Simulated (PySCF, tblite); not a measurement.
Isomers of C6H14S2, one GFN2-xTB conformer each. Single-point energies are computed at PBE0/pcSseg-1 (PySCF, gas phase, no added dispersion term), electronic only.

```csv
SMILES,GFN2-xTB relative energy (kJ/mol)
CCSSCC(C)C,0.0
CCC(CC)SSC,5.1
CC[C@H](CSC)SC,86.8
```

Conformers: `[CH3:1][CH2:2][S:3][S:4][CH2:5][CH:6]([CH3:7])[CH3:8]` with C1–C2–S3–S4 -64°, C2–S3–S4–C5 -89°, S3–S4–C5–C6 -64°, S4–C5–C6–C7 173°; `[CH3:1][CH2:2][CH:3]([CH2:4][CH3:5])[S:6][S:7][CH3:8]` with C1–C2–C3–C4 -174°, C2–C3–C4–C5 174°, C2–C3–S6–S7 61°, C3–S6–S7–C8 102°; `[CH3:1][CH2:2][C@H:3]([CH2:4][S:5][CH3:6])[S:7][CH3:8]` with C1–C2–C3–C4 -176°, C2–C3–C4–S5 66°, C3–C4–S5–C6 75°, C2–C3–S7–C8 59°.

**Question.** What does PBE0/pcSseg-1 give for the same structures?

**Answer.** 
| SMILES | PBE0/pcSseg-1 E (Eh) | PBE0/pcSseg-1 (kJ/mol) | GFN2-xTB (kJ/mol) | point group |
| --- | --- | --- | --- | --- |
| CCSSCC(C)C | -1032.82617 | 0.0 | 0.0 | C1 |
| CCC(CC)SSC | -1032.82345 | 7.1 | 5.1 | C1 |
| CC[C@H](CSC)SC | -1032.81097 | 39.9 | 86.8 | C1 |

Both levels put the same isomer lowest; measured from each level's own lowest isomer, the values differ by up to 46.9 kJ/mol (CC[C@H](CSC)SC: 86.8 against 39.9). Neighbours under 10 kJ/mol apart (CCSSCC(C)C and CCC(CC)SSC) can change places with a better method, another conformer or zero-point energy.

**Question.** Which frontier levels, dipoles and rotational constants go with these structures?

**Answer.** 
```
        SMILES  HOMO (eV, PBE0/pcSseg-1)  LUMO (eV)  dipole (D)       A, B, C (MHz)
    CCSSCC(C)C                     -6.74       0.00        2.10  2815, 685.3, 656.8
    CCC(CC)SSC                     -6.56      -0.06        2.03   1571, 1151, 811.0
CC[C@H](CSC)SC                     -6.27       0.86        0.25  1988, 782.5, 680.3
```

**Question.** What happens when harmonic zero-point energies from GFN2-xTB frequencies are added?

**Answer.** 
```tsv
SMILES	ZPE (kJ/mol)	electronic (kJ/mol)	with ZPE (kJ/mol)
CCSSCC(C)C	494.5	0.0	0.0
CCC(CC)SSC	494.1	7.1	6.8
CC[C@H](CSC)SC	489.6	39.9	35.0
```

The zero-point energies span 4.9 kJ/mol. The order is unchanged.
